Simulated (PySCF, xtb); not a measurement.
1,3-dichlorobuta-1,2-diene (C4H4Cl2), SMILES C(C)(=C=CCl)Cl.

GFN2-xTB (xtb) at its own geometry gives an orbital gap of 4.41 eV and a dipole moment of 1.92 D.

Geometry optimised at B3LYP-D3(BJ)/def2-SVP.

What does PBE/def2-TZVP (PySCF) give? (Estimate from the structure and the level; the computed values follow.)

gap 4.50 eV (levels -6.43 and -1.93 eV), dipole 1.91 D.
